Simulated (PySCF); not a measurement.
Zr(O)2 anion (O₂Zr), SMILES [O]=[Zr]=[O] (connectivity only; charge and spin as stated), charge -1, multiplicity 2. Geometry optimised at PBE-D3(BJ)/def2-TZVPD. The spin state was assumed, not searched. The isomer is the one that the SMILES or the coordinates give; other isomers of the formula were not compared. The def2 effective core potentials stand for the cores of Zr; spin–orbit coupling is left out.

The numbers are results of PBE-D3(BJ)/def2-TZVPD (PySCF 2.14.0), not measurements.

Harmonic wavenumbers (cm⁻¹): 280, 783, 851. Rotational constants (GHz): 18.85, 7.264, 5.243; symmetry number 2.

Task: Work out the zero-point energy and the ideal-gas rigid-rotor harmonic-oscillator thermochemistry at 298.15 K and 1 atm.

Result: ZPE = ½ Σ hcν = ½ × 1914 cm⁻¹ = 2.74 kcal/mol. H − E(el) = 5.48 kcal/mol. Entropy in cal/(mol K): translation 40.34, rotation 22.24, vibration 1.92, spin 1.38, total 65.88. G − E(el) = -14.16 kcal/mol. Cp = 10.91 cal/(mol K).
